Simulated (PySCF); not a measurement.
Correlation energy of Rh³⁰⁺ (rhodium, charge +30)

[Ne] 3s2 3p3, high-spin 4S determinant. Computed with PySCF 2.14 in an uncontracted even-tempered set (18 s from 4.4 bohr⁻², ratio 2.5; 12 p from 5.7 bohr⁻², ratio 2.5; 5 d from 24 bohr⁻², ratio 2.7; 4 f from 36 bohr⁻², ratio 2.7), with scalar relativity by spin-free X2C-1e. Frozen: 1s2; 13 electrons correlated; the 22 highest virtual orbitals of each spin left out.

```tsv
level	correlation energy (mhartree)
CCSD	-521.81
(T)	-1.22
CCSD(T)	-523.03
```

Diagnostics: T1 = 0.00041, D1 = 0.0013, largest double amplitude 0.027.

Spin-orbit coupling is strong in this species (close to jj coupling), so the high-spin LS determinant is a model state, not a physical level.

Cost of the coupled-cluster step: of the order of 30 core-seconds, for 13 correlated electrons.

Iterations:

```
CC2 = 0
CCSD nocc = (np.int64(8), np.int64(5)), nmo = (84, 84)
frozen orbitals [[0, 85, 86, 87, 88, 89, 90, 91, 92, 93, 94, 95, 96, 97, 98, 99, 100, 101, 102, 103, 104, 105, 106], [0, 85, 86, 87, 88, 89, 90, 91, 92, 93, 94, 95, 96, 97, 98, 99, 100, 101, 102, 103, 104, 105, 106]]
max_cycle = 100
direct = 0
conv_tol = 1e-08
conv_tol_normt = 1e-06
diis_space = 8
diis_start_cycle = 0
Init t2, MP2 energy = -0.506225665309807
Init E_corr(UCCSD) = -0.506225665309835
cycle = 1  E_corr(UCCSD) = -0.518565130438049  dE = -0.0123394651  norm(t1,t2) = 0.011089
cycle = 2  E_corr(UCCSD) = -0.521130294546455  dE = -0.00256516411  norm(t1,t2) = 0.00248977
cycle = 3  E_corr(UCCSD) = -0.521816162481225  dE = -0.000685867935  norm(t1,t2) = 0.000586062
cycle = 4  E_corr(UCCSD) = -0.521811228832077  dE = 4.93364915e-06  norm(t1,t2) = 2.16055e-05
cycle = 5  E_corr(UCCSD) = -0.521811180800066  dE = 4.80320115e-08  norm(t1,t2) = 2.426e-07
cycle = 6  E_corr(UCCSD) = -0.521811196740018  dE = -1.59399524e-08  norm(t1,t2) = 1.31085e-08
cycle = 7  E_corr(UCCSD) = -0.521811196529908  dE = 2.10110485e-10  norm(t1,t2) = 9.53985e-10
UCCSD converged
E(UCCSD) = -4114.631050067057  E_corr = -0.5218111965299076
UCCSD(T) correction = -0.00122313577077273
```

At this charge the one-electron X2C treatment keeps the bare 1/r₁₂, with no two-electron picture change or Breit term. The effect here is smaller than on the frozen 1s shell; and a scalar Hamiltonian misses the large spin-orbit splitting of the p shells, which matters for ns² → np² pairs.

Spin-orbit coupling is strong in this species, so the high-spin LS determinant is a model state.
